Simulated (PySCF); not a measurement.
## Arsenic: a sound run and one with changed settings

Sound run: As [Ar] 3d10 4s2 4p3, As+ [Ar] 3d10 4s2 4p2. All numbers are calculated (PySCF 2.14, scalar relativity by spin-free X2C-1e, in cc-pVTZ-DK (6s5p3d1f, 43 functions)). In the sound run the correlated levels freeze [Ar] 3d10. The sound run starts from symmetry-adapted Hartree-Fock orbitals and uses a fine grid where one is needed.

Changed run: basis STO-3G, all-electron and non-relativistic. This setting is unsound on purpose.

| species | method | sound run (hartree) | changed run (hartree) | converged |
| --- | --- | --- | --- | --- |
| As | UHF | -2259.01435 | -2209.26367 | yes |
| As | TPSS | -2260.66109 | -2210.43340 | yes |
| As | PBE | -2260.40025 | -2210.07099 | yes |
| As | MP2 | -2259.08520 | -2209.26367 | yes |
| As+ | UHF | -2258.66841 | -2209.00633 | yes |
| As+ | TPSS | -2260.29709 | -2210.15694 | yes |
| As+ | PBE | -2260.03741 | -2209.79692 | yes |
| As+ | MP2 | -2258.72193 | -2209.01391 | yes |
| As+ | CCSD(T) | -2258.73883 | -2209.01980 | yes |

Ionisation energy of As:

| method | sound run (eV) | changed run (eV) |
| --- | --- | --- |
| UHF | 9.413 | 7.003 |
| TPSS | 9.905 | 7.523 |
| PBE | 9.873 | 7.458 |
| MP2 | 9.885 | 6.796 |
| SCS-MP2 | 9.740 | 6.755 |

A minimal basis cannot let orbitals breathe on ionisation and holds almost no correlation. The Hamiltonian changed with the basis, so the totals do not compare.

For comparison, NIST gives 9.789 eV between the lowest levels.
